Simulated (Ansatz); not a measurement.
Steps of a relaxation of CH5BGeSe with RKS PBE0-D4/def2-TZVP.

```sh
$ ansatz run in.yaml --threads 4 --pin off --events-out ev --progress --plain --max-ram 10444MiB
```

```yaml
crystal:
  periodic: [false, false, false]
  atoms:
    - {symbol: B, position_ang: [-0.822680, 0.722437, -0.884203]}
    - {symbol: Ge, position_ang: [0.958898, -0.259160, -0.341111]}
    - {symbol: C, position_ang: [0.001093, -0.569466, 1.392796]}
    - {symbol: Se, position_ang: [-1.614390, 0.089061, 0.976950]}
    - {symbol: H, position_ang: [-1.500081, 0.301131, -1.809367]}
    - {symbol: H, position_ang: [-0.754303, 1.945074, -0.802322]}
    - {symbol: H, position_ang: [2.352159, 0.392646, -0.069751]}
    - {symbol: H, position_ang: [1.267871, -1.693233, -0.884616]}
    - {symbol: H, position_ang: [0.200133, -0.974889, 2.404524]}
basis:
  gaussian: {orbitals: def2-TZVP}
hamiltonian: {xc: pbe0, dispersion: d4}
relax: {f_tol: 0.005, max_steps: 150}
```

Positions (Å) and forces (eV/Å) along the path, 14 of 17 steps:

```xyz
9
step=1 energy=-123644.6207 eV
B    -0.823    0.722   -0.884   -0.116    0.288   -0.270
Ge    0.959   -0.259   -0.341    0.024   -0.127    0.042
C     0.001   -0.569    1.393   -0.460    0.098    0.258
Se   -1.614    0.089    0.977    0.755   -0.282    0.122
H    -1.500    0.301   -1.809    0.264    0.127    0.364
H    -0.754    1.945   -0.802   -0.030   -0.462   -0.021
H     2.352    0.393   -0.070   -0.239   -0.080   -0.038
H     1.268   -1.693   -0.885   -0.053    0.229    0.089
H     0.200   -0.975    2.405   -0.145    0.208   -0.546
9
step=2 energy=-123644.6504 eV
B    -0.813    0.727   -0.887   -0.024    0.086   -0.053
Ge    0.951   -0.260   -0.340    0.037    0.013    0.025
C     0.009   -0.556    1.397   -0.263   -0.063    0.010
Se   -1.590    0.090    0.975    0.213   -0.069    0.104
H    -1.484    0.294   -1.791    0.073    0.040    0.111
H    -0.753    1.934   -0.808   -0.007   -0.153   -0.023
H     2.326    0.400   -0.075   -0.015   -0.007   -0.020
H     1.255   -1.683   -0.874   -0.002    0.032    0.018
H     0.187   -0.992    2.386   -0.012    0.121   -0.172
9
step=4 energy=-123644.6550 eV
B    -0.810    0.726   -0.882    0.001    0.022   -0.009
Ge    0.951   -0.261   -0.340   -0.005   -0.013    0.013
C     0.000   -0.567    1.387   -0.059    0.018    0.011
Se   -1.586    0.102    0.984    0.028   -0.014    0.016
H    -1.480    0.289   -1.778   -0.009   -0.002    0.004
H    -0.748    1.927   -0.813   -0.004    0.000   -0.013
H     2.320    0.403   -0.073    0.018    0.009    0.008
H     1.260   -1.678   -0.876    0.014   -0.016   -0.017
H     0.183   -0.988    2.375    0.017   -0.004   -0.013
9
step=5 energy=-123644.6546 eV rejected
B    -0.809    0.736   -0.881    0.012   -0.039   -0.025
Ge    0.947   -0.264   -0.337   -0.028    0.014    0.000
C    -0.010   -0.575    1.385    0.132   -0.027   -0.051
Se   -1.577    0.140    1.002   -0.038    0.049    0.037
H    -1.496    0.266   -1.747    0.007    0.000   -0.010
H    -0.742    1.938   -0.869   -0.022    0.003    0.033
H     2.306    0.412   -0.041    0.004   -0.007   -0.008
H     1.275   -1.673   -0.885    0.020    0.000   -0.009
H     0.193   -1.026    2.355   -0.087    0.007    0.032
9
step=6 energy=-123644.6559 eV
B    -0.809    0.730   -0.883    0.003    0.012    0.002
Ge    0.950   -0.263   -0.339   -0.013   -0.013   -0.003
C    -0.005   -0.571    1.386    0.017    0.004   -0.011
Se   -1.580    0.127    0.995    0.002   -0.008    0.017
H    -1.488    0.276   -1.764   -0.001   -0.003    0.004
H    -0.749    1.932   -0.838    0.001    0.003   -0.009
H     2.315    0.407   -0.059    0.001    0.003    0.004
H     1.271   -1.675   -0.883    0.011   -0.001   -0.008
H     0.184   -1.008    2.366   -0.020    0.004    0.004
9
step=7 energy=-123644.6543 eV rejected
B    -0.808    0.738   -0.877   -0.025   -0.078   -0.042
Ge    0.943   -0.275   -0.340    0.064    0.056   -0.036
C    -0.008   -0.575    1.387   -0.036   -0.072    0.020
Se   -1.573    0.151    1.010    0.027    0.080    0.015
H    -1.505    0.259   -1.731    0.017    0.015   -0.021
H    -0.739    1.940   -0.877   -0.015   -0.012    0.033
H     2.300    0.404   -0.043    0.002    0.029    0.011
H     1.311   -1.666   -0.911   -0.052   -0.006    0.033
H     0.167   -1.023    2.365    0.017   -0.012   -0.012
9
step=9 energy=-123644.6569 eV
B    -0.808    0.735   -0.881   -0.001    0.005    0.003
Ge    0.946   -0.270   -0.342    0.002   -0.001    0.000
C    -0.008   -0.581    1.384   -0.003   -0.005    0.001
Se   -1.565    0.169    1.016    0.007    0.002   -0.002
H    -1.501    0.256   -1.737    0.000   -0.001    0.002
H    -0.745    1.937   -0.876    0.000   -0.004   -0.005
H     2.299    0.416   -0.040   -0.002    0.002    0.001
H     1.299   -1.670   -0.898   -0.001    0.002   -0.002
H     0.170   -1.038    2.356   -0.001    0.000    0.000
9
step=10 energy=-123644.6571 eV
B    -0.805    0.739   -0.879   -0.001   -0.002    0.000
Ge    0.944   -0.274   -0.342   -0.001    0.001   -0.013
C    -0.011   -0.591    1.382   -0.010    0.025    0.000
Se   -1.552    0.199    1.031    0.016   -0.002   -0.003
H    -1.509    0.239   -1.716    0.005    0.003    0.010
H    -0.740    1.940   -0.908   -0.005   -0.013    0.006
H     2.287    0.425   -0.024   -0.005   -0.009    0.002
H     1.314   -1.665   -0.912    0.004    0.005    0.007
H     0.162   -1.059    2.351   -0.004   -0.008   -0.009
9
step=11 energy=-123644.6571 eV rejected
B    -0.804    0.742   -0.878   -0.014    0.034    0.001
Ge    0.944   -0.276   -0.344    0.009   -0.006    0.000
C    -0.012   -0.593    1.381   -0.051   -0.022   -0.002
Se   -1.538    0.235    1.046    0.047   -0.016   -0.004
H    -1.521    0.220   -1.692    0.023    0.010    0.021
H    -0.740    1.943   -0.939   -0.006   -0.035   -0.002
H     2.279    0.431   -0.008   -0.012   -0.001   -0.007
H     1.332   -1.659   -0.920   -0.003    0.009    0.010
H     0.149   -1.090    2.337    0.005    0.028   -0.017
9
step=13 energy=-123644.6573 eV
B    -0.805    0.742   -0.877   -0.001    0.011   -0.001
Ge    0.943   -0.276   -0.344    0.004   -0.002   -0.002
C    -0.013   -0.593    1.380   -0.021   -0.005    0.005
Se   -1.541    0.226    1.043    0.020   -0.007   -0.005
H    -1.516    0.225   -1.698    0.004    0.003    0.009
H    -0.741    1.942   -0.931   -0.003   -0.012   -0.001
H     2.280    0.429   -0.013   -0.003   -0.001    0.000
H     1.328   -1.661   -0.916   -0.002    0.004    0.003
H     0.152   -1.082    2.340    0.002    0.010   -0.009
9
step=14 energy=-123644.6573 eV
B    -0.804    0.742   -0.877   -0.005    0.008    0.000
Ge    0.943   -0.276   -0.344    0.003   -0.003   -0.001
C    -0.013   -0.594    1.379   -0.018    0.000    0.005
Se   -1.540    0.229    1.044    0.018   -0.007   -0.002
H    -1.517    0.223   -1.695    0.005    0.003    0.006
H    -0.741    1.943   -0.933   -0.001   -0.010    0.000
H     2.279    0.430   -0.011   -0.002   -0.001   -0.001
H     1.329   -1.661   -0.917   -0.001    0.003    0.002
H     0.152   -1.083    2.339    0.000    0.006   -0.009
9
step=15 energy=-123644.6573 eV
B    -0.804    0.743   -0.877   -0.004    0.003    0.002
Ge    0.943   -0.277   -0.345    0.001   -0.002    0.000
C    -0.014   -0.596    1.379   -0.010    0.004    0.005
Se   -1.538    0.233    1.045    0.011   -0.005    0.001
H    -1.518    0.222   -1.692    0.002    0.001    0.001
H    -0.741    1.943   -0.937    0.000   -0.004    0.000
H     2.278    0.431   -0.009    0.000    0.000    0.000
H     1.331   -1.660   -0.919    0.000    0.001    0.000
H     0.151   -1.086    2.338   -0.001    0.003   -0.007
9
step=16 energy=-123644.6573 eV
B    -0.804    0.743   -0.877   -0.001    0.001    0.001
Ge    0.943   -0.277   -0.345    0.000   -0.001    0.000
C    -0.014   -0.596    1.379   -0.005    0.002    0.003
Se   -1.536    0.236    1.046    0.005   -0.003    0.001
H    -1.518    0.220   -1.690    0.000    0.000   -0.001
H    -0.741    1.943   -0.939    0.000    0.000    0.000
H     2.277    0.431   -0.008    0.001    0.000    0.000
H     1.332   -1.660   -0.919    0.000    0.000   -0.001
H     0.150   -1.087    2.337   -0.001    0.001   -0.004
9
step=17 energy=-123644.6573 eV
B    -0.804    0.743   -0.877    0.000    0.000    0.001
Ge    0.943   -0.277   -0.345    0.000    0.000    0.000
C    -0.014   -0.596    1.379   -0.002    0.001    0.002
Se   -1.536    0.236    1.046    0.002   -0.001    0.001
H    -1.518    0.220   -1.690   -0.001   -0.001   -0.001
H    -0.741    1.943   -0.940    0.000    0.001    0.000
H     2.277    0.431   -0.008    0.001    0.000    0.000
H     1.333   -1.659   -0.920    0.000   -0.001    0.000
H     0.150   -1.088    2.337    0.000    0.001   -0.002
```

Hardware: 4 threads of an Intel Xeon 6975P-C on a shared host. Wall time 37 s, peak host memory 0.64 GiB.
